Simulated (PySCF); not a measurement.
1-methyl-2-(1-methylpyrrol-2-yl)pyrrole (C₁₀H₁₂N₂), SMILES c1n(c(cc1)-c1n(C)ccc1)C.

Geometry: B3LYP-D3(BJ)/def2-SVP. One conformer was computed; it need not be the lowest.

These are PBE/def2-SVP (PySCF) values and carry that method's errors.

Symmetry labels are those of the subgroup C2 that the program uses (full group C2).

Computed valence orbital energies around the gap with their symmetry:
```tsv
orbital	symmetry	energy (eV)
HOMO−7	B	-8.95
HOMO−6	A	-8.74
HOMO−5	B	-8.69
HOMO−4	A	-8.56
HOMO−3	A	-5.68
HOMO−2	A	-5.55
HOMO−1	B	-5.49
HOMO	B	-4.33
LUMO	A	-0.53
LUMO+1	B	0.62
LUMO+2	A	0.94
LUMO+3	A	1.23
```
